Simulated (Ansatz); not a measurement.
Isolated molecules relaxed with PBE0-D4/def2-TZVP in Ansatz; ΔE leaves out vibrations. CBS: MP2 limit from def2 TZ/QZ plus the TZ coupled-cluster correction, frozen cores. DFT in def2-TZVPP. Each species was taken in one conformer, which may not be the lowest.

Reaction (substitution at a C–C bond): `C[C](O)([AlH2])[SiH3]` + `NC[SiH2]Cl` → `CNC[SiH2]Cl` + `O[CH]([AlH2])[SiH3]`

| level | ΔE (eV) |
| --- | --- |
| PBE-D4 | 0.33 |
| ωB97M-V | 0.34 |
| MP2/def2-TZVPP | 0.37 |
| SCS-MP2/def2-TZVPP | 0.34 |
| CCSD/def2-TZVPP | 0.33 |
| CCSD(T)/def2-TZVPP | 0.34 |
| HF/def2-QZVPP | 0.25 |
| HF/CBS(def2) | 0.25 |

Q: What does CCSD(T)/CBS give? (Best estimate.)

A: The calculation gave: +0.35 eV. The listed levels differ from it by -0.02, -0.01, 0.02, -0.01, -0.02, -0.01, -0.10, -0.10 eV.

Largest T1 diagnostic among the species: 0.012.

In def2-TZVPP, CCSD(T) changes the Hartree–Fock value by +0.09 eV (the triples alone add +0.01 eV) and MP2 by +0.12 eV.
